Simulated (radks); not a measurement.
Results of a calculation; reference values are marked as such.
Neutral xenon inside a hard spherical wall (all orbitals vanish at R), configuration held at [Xe] and not refilled when levels cross. Code: a radial shooting solver on a logarithmic mesh with Libxc functionals. Model: scalar-relativistic Kohn-Sham, PBEsol, spin-unpolarised, spherical densities, point nucleus. Eigenvalues in eV, with the zero of energy where the potential of the charges vanishes at infinity; a dash marks a level that is unbound or too diffuse for the functional's potential to be trusted. A positive occupied level is held by the wall or, in an anion where self-interaction has pushed it up, behind a barrier. The pressure on the wall is -dE/dV.

| R (bohr) | E (hartree) | kinetic (hartree) | e(4p) | e(4d) | e(5s) | e(5p) | e(6s, empty) | e(5d, empty) | pressure (GPa) |
|---|---|---|---|---|---|---|---|---|---|
| free | -7444.25530 | 7828.065 | -141.07 | -59.314 | -19.780 | -8.243 | - | - | 0 |
| 20 | -7444.25530 | 7828.065 | -141.07 | -59.314 | -19.780 | -8.243 | - | - | < 0.0001 |
| 8 | -7444.25451 | 7828.073 | -141.01 | -59.263 | -19.738 | -8.202 | 0.993 | 2.749 | 0.0448 |
| 6 | -7444.23779 | 7828.208 | -140.44 | -58.697 | -19.284 | -7.744 | 4.515 | 4.703 | 1.77 |
| 5 | -7444.17097 | 7828.647 | -139.03 | -57.310 | -18.212 | -6.587 | 10.044 | 7.391 | 12.6 |
| 3 | -7441.80938 | 7839.136 | -121.85 | -40.720 | -3.173 | 11.622 | 71.860 | 36.045 | 1160 |
| 2 | -7425.65612 | 7896.568 | -79.376 | 0.527 | 60.694 | 87.215 | 272.91 | 133.01 | 25300 |
